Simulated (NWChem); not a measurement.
Species: BHBrCl; SMILES ClBBr

This build's default masses of Se (78.918 u) and Br (79.917 u) are each other's, which moves their modes by up to 0.6 %.

### Question
Give the equilibrium geometry at PBE0/def2-SVP (NWChem) as an XYZ file, with the point group.

### Answer
point group Cs; any orientation.
```
4

B     -0.7471    -0.5889     0.0000
H     -1.9451    -0.6505     0.0028
Cl     0.1934    -2.0488    -0.0002
Br     0.0874     1.1135    -0.0002
```
